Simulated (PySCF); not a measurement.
C4H7FOSi.
SMILES: `C/C=C(/[SiH3])C(=O)F`

The closed-shell SCF was solved with PySCF and density fitting under several settings on one GFN2-xTB geometry (grid level 2 and gas phase unless stated).

```tsv
settings	basis functions	SCF cycles	E (Eh)	HOMO (eV)	LUMO (eV)	dipole (D)
PBE0/pcSseg-1	161	14	-620.6570	-8.34	-2.04	3.37
PBE0/def2-SVPD	206	14	-620.3827	-8.35	-2.12	3.40
HCTH407/pcSseg-1, start guess sap	161	19	-621.1220	-7.16	-3.05	3.13
PBE0/pcSseg-1, energy threshold 1e-08 Eh	161	10	-620.6570	-8.34	-2.04	3.37
PBE0/6-31G*, fitting basis def2-universal-jkfit	116	11	-620.6727	-8.08	-1.69	3.13
```

Question: Estimate the rows for these settings: (1) OLYP/pcseg-1; (2) wB97X-D/def2-SVPD, fitting basis def2-qzvpp-jkfit.

Answer: 
```csv
settings,basis functions,SCF cycles,E (Eh),HOMO (eV),LUMO (eV),dipole (D)
OLYP/pcseg-1,137,16,-620.9912,-6.86,-2.74,3.14
"wB97X-D/def2-SVPD, fitting basis def2-qzvpp-jkfit",206,12,-620.7569,-10.15,-0.31,3.42
```

Question: Over all rows, what range does the HOMO–LUMO gap span?

Answer: From 4.11 eV (HCTH407/pcSseg-1, start guess sap) to 9.84 eV (wB97X-D/def2-SVPD, fitting basis def2-qzvpp-jkfit). The functional of the narrowest has no exact exchange, that of the widest range-separated exact exchange.

Question: And the dipole moment?

Answer: From 3.13 D to 3.42 D; the largest is 1.09 times the smallest, and the median is 3.37 D.

Question: Compare two rows with the functional PBE0: PBE0/6-31G*, fitting basis def2-universal-jkfit and PBE0/pcSseg-1, energy threshold 1e-08 Eh. Which energy is lower, and by how much?

Answer: PBE0/6-31G*, fitting basis def2-universal-jkfit (116 functions) lies 0.0157 Eh or 9.9 kcal/mol below PBE0/pcSseg-1, energy threshold 1e-08 Eh (161 functions). The smaller set gives the lower energy; the two sets aren't nested, so the variational bound doesn't order them by size.

wB97X-D ran without the empirical dispersion term, which would shift the total energy alone. Cycle counts include a coarse-grid stage where the run had one. All basis functions are spherical, in the Pople sets too. GFN2-xTB frequencies show an imaginary mode (28i cm⁻¹), so this geometry is no minimum at that level.

Shape of the structure used: `[CH3:1]/[CH:2]=[C:3](/[SiH3:4])[C:5](=[O:6])[F:7]`: C2–C3–C5–O6 0°.

One conformer stands for the species.
